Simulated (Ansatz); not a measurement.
System: CdCl₂, charge 0, singlet. CdCl2 (SMILES [Cl][Cd][Cl]).
B3LYP-D3(BJ)/def2-TZVP minimum from Ansatz (a program for electronic structure):
```
Cd
Cl 1 2.2851
Cl 1 2.2851 2 180.00
```

Property: atomisation energy (electronic, to ground-state atoms), in kcal/mol. UHF or UKS for unpaired electrons; spin-orbit terms are left out. Cores are frozen in correlated methods (noble-gas shells, and filled d and f shells in the p block). Past Kr the def2 sets carry scalar-relativistic core potentials. CBS(X,Y): correlation extrapolated as X^-3, Hartree-Fock from the larger set. A bracket is a step between two methods taken in the basis named.

CCSD(T)/CBS(def2-TZVPP,def2-QZVPP) + [CCSDT(Q) - CCSD(T)]/def2-SVP (Ansatz) gives 137.3 kcal/mol.

Question: How far off this value is PBE/def2-TZVPD (Ansatz), in which direction, and how far these levels: r2SCAN/def2-TZVPD, B3LYP/def2-TZVPD, B2PLYP/def2-TZVPD, CCSD(T)/CBS(def2-TZVPP,def2-QZVPP)?

Answer: PBE gives 132.5 kcal/mol, 4.8 kcal/mol below it. Differences of the others: r2SCAN/def2-TZVPD (Ansatz) 0.2; B3LYP/def2-TZVPD (Ansatz) -14.9; B2PLYP/def2-TZVPD (Ansatz) -8.6; CCSD(T)/CBS(def2-TZVPP,def2-QZVPP) (Ansatz) -0.3 kcal/mol.
